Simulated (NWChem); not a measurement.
All runs are NWChem calculations. System: H₃Si₂, charge 0, spin multiplicity 2, at a geometry optimised with UPBE0/def2-SVP. The structure started from a generated list of species. Its SCF solution wasn't tested for a lower state. Level: UPBE0/def2-TZVP.

Input file:

```
start mol
memory heap 200 mb stack 900 mb global 1100 mb
geometry units angstroms nocenter noautoz
  Si    -1.354895     0.089465     0.000000
  Si     1.020450    -0.085075     0.000000
  H      1.635322    -0.716350     1.213450
  H      1.411580     1.371242     0.000000
  H      1.635322    -0.716350    -1.213450
  symmetry group Cs
end
basis spherical
  * library def2-tzvp
end
dft
  xc pbe0
  odft
  mult 2
  semidirect memsize 60000000 filesize 0
  iterations 100
end
task dft energy
```

Part of the output:

```
             Northwest Computational Chemistry Package (NWChem) 7.3.0
             --------------------------------------------------------

                                NWChem Input Module
                                -------------------

 Scaling coordinates for geometry "geometry" by  1.889725989
 (inverse scale =  0.529177249)

 Turning off AUTOSYM since
 SYMMETRY directive was detected!

                             Geometry "geometry" -> ""
                             -------------------------

 Output coordinates in angstroms (scale by  1.889725989 to convert to a.u.)

  No.       Tag          Charge          X              Y              Z
 ---- ---------------- ---------- -------------- -------------- --------------
    1 Si                  14.0000    -1.35489500     0.08946500     0.00000000
    2 Si                  14.0000     1.02045000    -0.08507500     0.00000000
    3 H                    1.0000     1.63532200    -0.71635000     1.21345000
    4 H                    1.0000     1.41158000     1.37124200     0.00000000
    5 H                    1.0000     1.63532200    -0.71635000    -1.21345000

 Effective nuclear repulsion energy (a.u.)      65.8794222964

            Nuclear Dipole moment (a.u.)
            ----------------------------
        X                 Y               Z
 ---------------- ---------------- ----------------
    -0.0000113384     0.0000037795     0.0000000000

      Symmetry information
      --------------------

 Group name             Cs
 Group number              2
 Group order               2
 No. of unique centers     4

      Symmetry unique atoms

     1    2    3    4


 Summary of "ao basis" -> "" (spherical)
 ------------------------------------------------------------------------------
       Tag                 Description            Shells   Functions and Types
 ---------------- ------------------------------  ------  ---------------------
 *                         def2-tzvp                  on all atoms

                                 NWChem DFT Module
                                 -----------------

 Summary of "ao basis" -> "ao basis" (spherical)
 ------------------------------------------------------------------------------
       Tag                 Description            Shells   Functions and Types
 ---------------- ------------------------------  ------  ---------------------
 Si                        def2-tzvp                13       37   5s5p2d1f
 H                         def2-tzvp                 4        6   3s1p

 Summary of "ao basis" -> "ao basis" (spherical)
 ------------------------------------------------------------------------------
       Tag                 Description            Shells   Functions and Types
 ---------------- ------------------------------  ------  ---------------------
 Si                        def2-tzvp                13       37   5s5p2d1f
 H                         def2-tzvp                 4        6   3s1p

      Symmetry analysis of basis
      --------------------------

        a'         61
        a"         31

            General Information
            -------------------
          SCF calculation type: DFT
          Wavefunction type:  spin polarized.
          No. of atoms     :     5
          No. of electrons :    31
           Alpha electrons :    16
            Beta electrons :    15
          Charge           :     0
          Spin multiplicity:     2
          Use of symmetry is: on ; symmetry adaption is: on
[...]
    89     -0.135990  5 H  s                 45     -0.127593  2 Si pz
    51      0.119486  2 Si pz                57      0.107775  2 Si pz

 Vector   15  Occ=1.000000D+00  E=-2.497613D-01  Symmetry=a'
              MO Center= -7.8D-01,  5.4D-02,  1.6D-15, r^2= 3.6D+00
   Bfn.  Coefficient  Atom+Function         Bfn.  Coefficient  Atom+Function
  ----- ------------  ---------------      ----- ------------  ---------------
    15      0.359430  1 Si px                 5     -0.309583  1 Si s
    52     -0.301763  2 Si px                 4     -0.246425  1 Si s
    18      0.197400  1 Si px                 3      0.145149  1 Si s
    42      0.145282  2 Si s                 41      0.138732  2 Si s
    55     -0.128362  2 Si px                 6     -0.127683  1 Si px

 Vector   16  Occ=0.000000D+00  E=-1.166083D-01  Symmetry=a'
              MO Center= -1.1D+00,  6.9D-02, -8.4D-16, r^2= 3.1D+00
   Bfn.  Coefficient  Atom+Function         Bfn.  Coefficient  Atom+Function
  ----- ------------  ---------------      ----- ------------  ---------------
    16      0.463610  1 Si py                19      0.456543  1 Si py
     7     -0.157306  1 Si py                13      0.154535  1 Si py
    83     -0.147706  4 H  s                 82     -0.080546  4 H  s
    10     -0.076489  1 Si py                63     -0.072445  2 Si d -2
    77      0.070617  3 H  s                 89      0.070617  5 H  s

 Vector   17  Occ=0.000000D+00  E=-8.644969D-02  Symmetry=a"
              MO Center= -1.0D+00,  6.6D-02, -1.6D-15, r^2= 3.3D+00
   Bfn.  Coefficient  Atom+Function         Bfn.  Coefficient  Atom+Function
  ----- ------------  ---------------      ----- ------------  ---------------
    20      0.474816  1 Si pz                17      0.405370  1 Si pz
    77     -0.169885  3 H  s                 89      0.169885  5 H  s
    14      0.154114  1 Si pz                 8     -0.150024  1 Si pz
    57      0.138146  2 Si pz                66      0.081485  2 Si d  1
    11     -0.072584  1 Si pz                76     -0.062941  3 H  s

 Vector   18  Occ=0.000000D+00  E= 2.012229D-02  Symmetry=a'
              MO Center=  7.4D-02, -8.0D-02,  5.6D-16, r^2= 7.4D+00
   Bfn.  Coefficient  Atom+Function         Bfn.  Coefficient  Atom+Function
  ----- ------------  ---------------      ----- ------------  ---------------
    42      1.355776  2 Si s                  5     -1.199359  1 Si s
    55     -1.158519  2 Si px                18     -1.119329  1 Si px
    56     -0.450903  2 Si py                15     -0.354530  1 Si px
    83      0.341909  4 H  s                 19      0.268579  1 Si py
    52     -0.245371  2 Si px                77     -0.232801  3 H  s

   alpha - beta orbital overlaps
   -----------------------------

   alpha      1      2      3      4      5      6      7      8      9     10
    beta      1      2      3      4      5      7      6      8      9     10
 overlap   1.000  1.000  1.000  1.000  1.000  1.000  1.000  0.995  1.000  0.995

   alpha     11     12     13     14     15     16     17     18     19     20
    beta     11     12     13     14     15     17     16     18     19     21
 overlap   0.994  0.991  0.999  0.998  0.998  0.990  1.000  0.995  0.998  0.993

   alpha     21     22     23     24     25     26     27     28     29     30
    beta     20     23     22     24     26     25     27     29     28     30
 overlap   0.998  0.781  0.803  0.952  0.896  0.990  0.946  0.916  0.867  0.611

   alpha     31     32     33     34     35     36     37     38     39     40
    beta     32     31     33     34     35     37     36     38     39     40
 overlap   0.981  0.713  0.998  0.998  0.997  0.997  0.999  0.998  0.998  0.994

   alpha     41     42     43     44     45     46     47     48     49     50
    beta     41     42     43     46     44     45     47     48     49     50
 overlap   1.000  0.994  0.998  0.777  0.990  0.777  0.942  0.817  0.815  0.943

   alpha     51     52     53     54     55     56     57     58     59     60
    beta     51     54     53     52     55     56     57     58     59     60
 overlap   0.778  0.720  0.724  0.785  0.965  0.992  0.995  0.979  0.995  0.975

   alpha     61     62     63     64     65     66     67     68     69     70
    beta     61     62     63     65     64     66     67     68     69     70
 overlap   0.974  0.998  0.975  0.998  0.981  0.997  1.000  0.999  1.000  0.999

   alpha     71     72     73     74     75     76     77     78     79     80
    beta     71     72     73     74     75     76     77     78     79     80
 overlap   1.000  1.000  1.000  1.000  1.000  1.000  0.999  0.999  1.000  1.000

   alpha     81     82     83     84     85     86     87     88     89     90
    beta     81     82     83     84     85     86     87     88     89     90
 overlap   1.000  1.000  1.000  1.000  1.000  1.000  1.000  1.000  1.000  1.000

   alpha     91     92
    beta     91     92
 overlap   1.000  1.000

     --------------------------
     Expectation value of S2:
     --------------------------
      <S2> =      0.7568 (Exact =     0.7500)

 center of mass
 --------------
 x =  -0.14860499 y =   0.00195068 z =   0.00000000

 moments of inertia (a.u.)
 ------------------
          22.582281118805          22.232594699217           0.000000000000
          22.232594699217         323.156599687987           0.000000000000
           0.000000000000           0.000000000000         324.541287182621

     Multipole analysis of the density
     ---------------------------------

     L   x y z        total         alpha         beta         nuclear
     -   - - -        -----         -----         ----         -------
     0   0 0 0     -0.000000    -16.000000    -15.000000     31.000000

     1   1 0 0     -0.078029      1.029433     -1.107450     -0.000011
     1   0 1 0     -0.080458     -0.103043      0.022581      0.000004
     1   0 0 1      0.000000     -0.000000      0.000000      0.000000

     2   2 0 0    -23.929358   -100.520311    -93.462898    170.053852
     2   1 1 0      0.523980      6.484887      5.894079    -11.854986
     2   1 0 1     -0.000000      0.000000     -0.000000      0.000000
     2   0 2 0    -19.879492    -16.327036    -14.694191     11.141734
     2   0 1 1      0.000000      0.000000     -0.000000      0.000000
     2   0 0 2    -22.868699    -19.443080    -13.942124     10.516505

 Task  times  cpu:        5.0s     wall:        5.0s

 Total times  cpu:        5.0s     wall:        5.0s
```
